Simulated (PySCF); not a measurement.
C4H10BN, SMILES C(=C)B(C)NC.

Geometry optimised at B3LYP-D3(BJ)/def2-SVP. The structure was generated by enumeration, and PubChem lists no compound with its InChIKey, so it may never have been made. One conformer was computed; it need not be the lowest.

Computed with TDDFT-CAM-B3LYP/def2-SVPD (PySCF).

Vertical excitations. Isolated molecule, no solvent.

Computed lowest excited states:
```json
[
 {"state": "S1", "energy (eV)": "6.31", "λ (nm)": "196", "f": "0.154", "main pairs": "HOMO→LUMO 82 %, HOMO−2→LUMO 13 %"},
 {"state": "S2", "energy (eV)": "6.59", "λ (nm)": "188", "f": "0.009", "main pairs": "HOMO→LUMO+1 38 %, HOMO−2→LUMO 30 %, HOMO−1→LUMO 10 %, HOMO→LUMO 8 %"},
 {"state": "S3", "energy (eV)": "6.69", "λ (nm)": "185", "f": "0.033", "main pairs": "HOMO−2→LUMO 43 %, HOMO→LUMO+1 40 %"},
 {"state": "S4", "energy (eV)": "7.03", "λ (nm)": "176", "f": "0.153", "main pairs": "HOMO−1→LUMO 77 %"},
 {"state": "S5", "energy (eV)": "7.28", "λ (nm)": "170", "f": "0.057", "main pairs": "HOMO−1→LUMO+1 42 %, HOMO→LUMO+3 34 %, HOMO→LUMO+1 8 %, HOMO−1→LUMO 7 %"},
 {"state": "S6", "energy (eV)": "7.75", "λ (nm)": "160", "f": "0.021", "main pairs": "HOMO→LUMO+2 81 %"},
 {"state": "S7", "energy (eV)": "7.92", "λ (nm)": "156", "f": "0.006", "main pairs": "HOMO−3→LUMO 60 %"},
 {"state": "S8", "energy (eV)": "7.97", "λ (nm)": "155", "f": "0.058", "main pairs": "HOMO→LUMO+3 33 %, HOMO−1→LUMO+1 26 %, HOMO−3→LUMO 12 %, HOMO−2→LUMO+1 9 %"},
 {"state": "S9", "energy (eV)": "8.12", "λ (nm)": "153", "f": "0.024", "main pairs": "HOMO−1→LUMO+3 25 %, HOMO→LUMO+6 17 %, HOMO→LUMO+4 15 %, HOMO−2→LUMO+1 14 %"},
 {"state": "S10", "energy (eV)": "8.19", "λ (nm)": "151", "f": "0.043", "main pairs": "HOMO−1→LUMO+2 31 %, HOMO→LUMO+4 24 %, HOMO→LUMO+5 17 %, HOMO→LUMO+6 12 %"},
 {"state": "T1", "energy (eV)": "4.04", "λ (nm)": "307", "f": "0", "main pairs": "HOMO→LUMO 60 %, HOMO−1→LUMO 25 %"},
 {"state": "T2", "energy (eV)": "5.67", "λ (nm)": "219", "f": "0", "main pairs": "HOMO−1→LUMO 49 %, HOMO→LUMO 24 %"},
 {"state": "T3", "energy (eV)": "6.05", "λ (nm)": "205", "f": "0", "main pairs": "HOMO−2→LUMO 86 %"},
 {"state": "T4", "energy (eV)": "6.46", "λ (nm)": "192", "f": "0", "main pairs": "HOMO→LUMO+1 68 %, HOMO−1→LUMO+1 12 %"}
]
```
Triplets are in the Tamm–Dancoff approximation, which puts them higher than full response would, so one can lie above its singlet here.
